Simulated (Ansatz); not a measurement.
Basis sets compared for ZrAu12. Charge 0, multiplicity 1. Geometry PBE-D4/def2-SVP. Ansatz on 2 threads of AMD EPYC 7R13 on a shared host and a share (18 GiB) of an NVIDIA H100 80GB HBM3; times are rough, and most runs start from earlier orbitals.

Cartesian coordinates in Å:
```
Zr 0.229 -0.353 -0.148
Au -1.820 2.910 -0.539
Au -1.445 -1.302 1.944
Au -0.995 1.455 1.776
Au 1.662 0.657 2.089
Au -1.347 -1.528 -2.157
Au -0.222 -3.094 -0.202
Au 2.902 -1.112 -0.042
Au -0.634 1.175 -2.397
Au 0.921 2.432 -0.075
Au 1.232 -2.105 1.971
Au 2.100 0.648 -1.992
Au -2.584 0.217 -0.228
```

In the def2 sets Au, Zr take a core potential; there is no spin–orbit coupling. Single mean-field runs in def2-SVP, def2-TZVP are fitted with def2-universal-jkfit. Another isomer (singlet) lies 0.12 eV lower at PBE-D4/def2-SVP; other spin states weren't run for this one.

Binding counts from free atoms (Zr triplet, Au doublet) in the same basis, without a counterpoise term.

```
           level  functions  energy (Eh)  HOMO (eV)  LUMO (eV)  binding per atom (eV)  wall time
 PBE-D4/def2-SVP        415   -1677.0289      -5.38      -4.55                      –      2.9 s
PBE0-D4/def2-SVP        415   -1676.3847      -5.81      -3.84                   2.42      3.5 s
```

Problem. Estimate the rows for PBE-D4/def2-TZVP (with forces), PBE0-D4/def2-TZVP.

Solution. 
```
                         level  functions  energy (Eh)  HOMO (eV)  LUMO (eV)  binding per atom (eV)  wall time
PBE-D4/def2-TZVP (with forces)        520   -1677.1471      -5.39      -4.56                      –      4.7 s
             PBE0-D4/def2-TZVP        520   -1676.4989      -5.81      -3.85                   2.49      4.8 s
```
